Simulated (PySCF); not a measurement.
CsN⁺: energy against distance

Set-up: PySCF, scalar-relativistic core potentials, basis sets Cs def2-TZVP with ECP46, N def2-TZVP. Energies in eV from Cs⁺ + N in their ground configurations at the same level. State: ⁴Σ⁻ (quartet), unpaired electrons σ ↑, π ↑↑.

| R (Å) | PBE0 | BHandHLYP | PBE | UHF |
| --- | --- | --- | --- | --- |
| 3.131 | -0.0076 | 0.0047 | -0.0199 | 0.0552 |
| 3.277 | -0.0308 | -0.0203 | -0.0424 | 0.0157 |
| 3.422 | -0.0414 | -0.0316 | -0.0525 | -0.0061 |
| 3.532 | -0.0444 | -0.0349 | -0.0552 | -0.0152 |
| 3.641 | -0.0448 | -0.0354 | -0.0551 | -0.0203 |
| 3.750 | -0.0436 | -0.0343 | -0.0534 | -0.0229 |
| 3.896 | -0.0406 | -0.0315 | -0.0497 | -0.0237 |
| 4.078 | -0.0357 | -0.0274 | -0.0439 | -0.0226 |
| 4.296 | -0.0299 | -0.0226 | -0.0370 | -0.0199 |
| 4.588 | -0.0232 | -0.0174 | -0.0289 | -0.0161 |

Question: Put a parabola through the three lowest points of the PBE0 curve and estimate Re, k and ωe (reduced mass 12.67 u; 1 eV/Å² = 0.16022 mdyn/Å; ωe = 1302.8·√(k/μ) cm⁻¹).

Answer: Through R = 3.532, 3.641, 3.75 Å the second-order coefficient is 0.0673 eV/Å², so Re ≈ 3.614 Å, k ≈ 0.0216 mdyn/Å and ωe ≈ 54 cm⁻¹. A polynomial fit of higher order to the unrounded PBE0 energies gives Re = 3.606 Å, k = 0.0250 mdyn/Å, ωe = 57.9 cm⁻¹; anharmonicity and rounding make the difference.

The higher-order fit for each curve: PBE0: Re = 3.606 Å, ωe = 57.9 cm⁻¹, De = 0.045 eV; BHandHLYP: Re = 3.613 Å, ωe = 57.2 cm⁻¹, De = 0.035 eV; PBE: Re = 3.583 Å, ωe = 61.7 cm⁻¹, De = 0.055 eV; UHF: Re = 3.882 Å, ωe = 41.2 cm⁻¹, De = 0.024 eV.

The bond is weak. Basis-set superposition, not corrected here, can be much of De in a small basis, most of all at correlated wavefunction levels. These are scalar-relativistic numbers at best; spin–orbit coupling would shift them, the dissociation energy most. For an ion De counts to the pair picked by the measured ionisation energies or electron affinities, which need not be the lowest pair at this level. The state was picked by a PBE0 search and need not be the measured ground state.
